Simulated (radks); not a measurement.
Sb3+, 48 electrons, occupied as [Kr] 4d10 5s2. Method: Dirac Kohn-Sham, PBE, spin-unpolarised, spherical densities, point nucleus; computed with a radial shooting solver on a logarithmic mesh with Libxc functionals.

Spin-orbit splittings of the eigenvalues, e(l+1/2) - e(l-1/2), with zeta = 2 splitting/(2l+1) and mean radii in bohr:

| shell | occ. | splitting (eV) | zeta (eV) | <r> j=l-1/2 | <r> j=l+1/2 |
|---|---|---|---|---|---|
| 2p | 6 | ? | ? | 0.1033 | 0.1087 |
| 3p | 6 | 46.47 | 30.98 | 0.3208 | 0.3321 |
| 3d | 10 | 9.657 | 3.863 | 0.3033 | 0.3069 |
| 4p | 6 | 8.599 | 5.733 | 0.8319 | 0.8608 |
| 4d | 10 | 1.259 | 0.5035 | 1.013 | 1.025 |

Estimate the 2p splitting.

Answer. 251.8 eV (zeta = 167.9 eV).
